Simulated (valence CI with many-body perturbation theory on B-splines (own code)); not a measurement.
**Lu38+: E2, M1, M2 decay**

Calculated by configuration interaction combined with many-body perturbation theory (CI+MBPT): five valence electrons over a frozen Dirac-Fock core [Ar] 3d10, radial functions for each j: 11 s, 11 p, 10 d, 8 f, 5 g, 2 h, with the one-electron correlation potential Σ1 (screened to all orders), the two-electron term Σ2, the three-electron term Σ3, Breit, model QED; selected single and double excitations, second order for the rest, scaled by the run's own slope (own B-spline code, finite nucleus).

No measured spectrum was set against this ion. As an estimate, large intervals hold to a few tenths of a per cent, small ones and those within an open d or f shell to about a per cent. Among the levels kept, up to 2100 cm⁻¹ of a level comes from second order outside the variational space, and about a tenth of that is noise between levels of different J, which matters for small intervals.

Lines 1 to 19 of 19 in falling wavelength, among levels below 481.68 eV, chosen from the decays that carry over 1 % of a level's rate. Wavelengths and rates use the calculated energies. Electric multipoles are in the length gauge with retardation, E1 and E2 with the static RPA response of the core. M1 uses the relativistic operator with retardation. S is in atomic units (e²a₀⁴ for E2 and M2, e²a₀⁶ for E3), for M1 in squared Bohr magnetons. Weak lines are less certain than strong ones. Lines between different terms over intervals too small for the method are left out, as are lines whose strength nearly cancels.

Levels are named by their leading jj configuration (3d3/2^4 stands for four electrons in 3d with j = 3/2), which in mixed levels can hold well under half, so a name can repeat and another be missing. Letters in brackets count levels of one name in rising energy.

| λ vac (Å) | Upper | Lower | Type | A (s⁻¹) | S (a.u.) |
| --- | --- | --- | --- | --- | --- |
| 743.5 | (4s^2 4p1/2 4p3/2 4d5/2) J=9/2 | (4s^2 4p1/2 4p3/2 4d3/2) J=7/2 | M1 | 2.85e+04 | 4.34e+00 |
| 203.1 | (4s^2 4p3/2^2 4d5/2) J=9/2 | (4s^2 4p1/2 4p3/2 4d5/2) J=7/2 [b] | M1 | 9.54e+05 | 2.96e+00 |
| 190.6 | (4s^2 4p1/2 4p3/2 4d5/2) J=9/2 | (4s^2 4p1/2^2 4d5/2) J=5/2 | E2 | 1.96e+04 | 4.40e-02 |
| 176.1 | (4s^2 4p1/2 4p3/2^2) J=3/2 | (4s^2 4p1/2^2 4p3/2) J=3/2 | M1 | 3.55e+06 | 2.88e+00 |
| 173.9 | (4s^2 4p3/2^3) J=3/2 | (4s^2 4p1/2 4p3/2^2) J=1/2 | M1 | 8.97e+05 | 7.00e-01 |
| 169.4 | (4s^2 4p3/2^2 4d5/2) J=9/2 | (4s^2 4p1/2 4p3/2 4d5/2) J=9/2 | M1 | 1.61e+06 | 2.91e+00 |
| 169.4 | (4s^2 4p3/2^2 4d5/2) J=9/2 | (4s^2 4p1/2 4p3/2 4d5/2) J=9/2 | E2 | 5.30e+04 | 6.61e-02 |
| 164.2 | (4s^2 4p1/2 4p3/2^2) J=5/2 | (4s^2 4p1/2^2 4p3/2) J=3/2 | M1 | 6.30e+05 | 6.20e-01 |
| 164.2 | (4s^2 4p1/2 4p3/2^2) J=5/2 | (4s^2 4p1/2^2 4p3/2) J=3/2 | E2 | 9.95e+04 | 6.35e-02 |
| 159.5 | (4s^2 4p3/2^3) J=3/2 | (4s^2 4p1/2 4p3/2^2) J=5/2 | M1 | 1.12e+06 | 6.74e-01 |
| 159.5 | (4s^2 4p3/2^3) J=3/2 | (4s^2 4p1/2 4p3/2^2) J=5/2 | E2 | 1.96e+05 | 7.21e-02 |
| 157.5 | (4s^2 4p1/2 4p3/2 4d5/2) J=9/2 | (4s 4p1/2^2 4p3/2^2) J=5/2 | E2 | 1.79e+04 | 1.54e-02 |
| 157.3 | (4s^2 4p3/2^2 4d5/2) J=9/2 | (4s^2 4p1/2 4p3/2 4d5/2) J=7/2 [a] | M1 | 1.34e+06 | 1.94e+00 |
| 157.3 | (4s^2 4p3/2^2 4d5/2) J=9/2 | (4s^2 4p1/2 4p3/2 4d5/2) J=7/2 [a] | E2 | 5.09e+04 | 4.37e-02 |
| 151.2 | (4s^2 4p1/2 4p3/2^2) J=1/2 | (4s^2 4p1/2^2 4p3/2) J=3/2 | M1 | 2.37e+06 | 6.08e-01 |
| 151.2 | (4s^2 4p1/2 4p3/2^2) J=1/2 | (4s^2 4p1/2^2 4p3/2) J=3/2 | E2 | 1.05e+05 | 1.48e-02 |
| 149.6 | (4s^2 4p3/2^3) J=3/2 | (4s^2 4p1/2 4p3/2^2) J=3/2 | M1 | 4.78e+06 | 2.37e+00 |
| 138.0 | (4s^2 4p3/2^2 4d5/2) J=9/2 | (4s^2 4p1/2 4p3/2 4d3/2) J=7/2 | M1 | 7.70e+04 | 7.50e-02 |
| 77.76 | (4s^2 4p1/2 4p3/2 4d5/2) J=9/2 | (4s^2 4p1/2 4p3/2^2) J=5/2 | M2 | 4.90e+03 | 1.24e-04 |
